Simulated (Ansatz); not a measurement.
Geometry optimisation, Ansatz, RKS PBE/cc-pVDZ.

Input file:

```yaml
crystal:
  periodic: [false, false, false]
  atoms:
    - { symbol: C, position_ang: [-1.0214, 1.1257, 0.0211] }
    - { symbol: C, position_ang: [0.0323, 0.616, 0.8972] }
    - { symbol: Al, position_ang: [1.2566, -0.5443, -0.1519] }
    - { symbol: "N", position_ang: [0.6974, -2.086, -1.0359] }
    - { symbol: H, position_ang: [-1.6624, 0.3327, -0.445] }
    - { symbol: H, position_ang: [-1.7462, 1.827, 0.6122] }
    - { symbol: H, position_ang: [-0.6102, 1.7867, -0.8053] }
    - { symbol: H, position_ang: [0.6521, 1.4749, 1.3334] }
    - { symbol: H, position_ang: [-0.4064, 0.034, 1.7596] }
    - { symbol: H, position_ang: [2.8415, -0.1722, -0.2032] }
    - { symbol: H, position_ang: [1.36129, -2.87384, -0.68259] }
    - { symbol: H, position_ang: [1.03842, -1.97489, -2.06007] }
basis:
  gaussian: { orbitals: cc-pVDZ }
hamiltonian:
  xc: pbe
relax:
  f_tol: 0.015
  max_steps: 40
```

Launched with:

```bash
$ ansatz run input.yaml --threads 2 --pin off --max-ram 3072MiB --backend cpu --events-out ev --progress --plain --runs-dir out
```

Q: Where does it end, and by what steps?

A: The run converged. The force dipped under the threshold on the way, but the program's further checks kept it going. After 31 steps the energy has fallen by 0.835 eV; H10 moved furthest, 1.70 Å.

| step | energy less start (eV) | largest force component (eV/Å) | accepted |
| --- | --- | --- | --- |
| 0 | 0.0000 | 2.512 | yes |
| 2 | -0.3238 | 0.333 | yes |
| 4 | -0.3436 | 0.240 | yes |
| 6 | -0.4549 | 0.450 | yes |
| 8 | -0.6589 | 0.835 | yes |
| 10 | -0.7974 | 0.205 | yes |
| 12 | -0.7981 | 0.392 | no |
| 14 | -0.8219 | 0.102 | yes |
| 16 | -0.8256 | 0.076 | yes |
| 18 | -0.8267 | 0.210 | no |
| 20 | -0.8306 | 0.090 | yes |
| 22 | -0.8329 | 0.070 | yes |
| 24 | -0.8314 | 0.149 | no |
| 26 | -0.8348 | 0.047 | yes |
| 28 | -0.8352 | 0.016 | yes |
| 30 | -0.8352 | 0.016 | no |
| 31 | -0.8352 | 0.005 | yes |

```xyz
12
Properties=species:S:1:pos:R:3
C -0.961 1.522 0.153
C -0.176 0.308 0.686
Al 1.145 -0.460 -0.586
N 1.399 -2.244 -0.668
H -1.589 1.256 -0.724
H -1.641 1.955 0.917
H -0.284 2.338 -0.178
H 0.388 0.601 1.603
H -0.872 -0.493 1.022
H 2.050 0.417 -1.587
H 0.903 -2.948 -0.114
H 2.071 -2.707 -1.286
```

Whether the end is a true minimum wasn't checked by a vibrational analysis.

The run took 46 s on 2 threads of Intel(R) Xeon(R) Platinum 8375C CPU @ 2.90GHz (Ice Lake) (shared host), peak memory 0.16 GiB.
